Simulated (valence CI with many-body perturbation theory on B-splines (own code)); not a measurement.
The numbers below are computed, except where a source is named.
**Pd⁴⁰⁺: input, log and results**

The program does CI of the valence electrons with many-body perturbation theory for a frozen closed Dirac-Fock core.

Command, and the settings that its task file holds:

```sh
python run_cv.py task.json out
```

```
atom Pd  Z=46  mass_number=106  rms_radius_fm=4.5318
core [He] 2s1
valence 2s2 2p2
avg = 1
basis = S
breit = 1
cap = 10000
capref = 1200
cscale = 1
de = 0.0
dress = 0
eps = 2e-08
extrap = 1
h = 0.27
hh = 1
l2 = 3
lcore = 6
maxit = 60
n2 = 5
natural = 1
nlev = 21
nno = [3, 3, 3, 2, 1]
nroot = 26
nsp = [3, 3, 2, 1, 0]
pt2 = 1
qed = 1
rpa = 1
s1 = 1
s2 = 1
s3 = 1
screen = 1
tol = 2e-05
whole = 1
```

Q: What became of the run, and why?

A: It gave no result: the perturbation theory needs a core of closed shells. The program said: "the core must hold closed shells only".
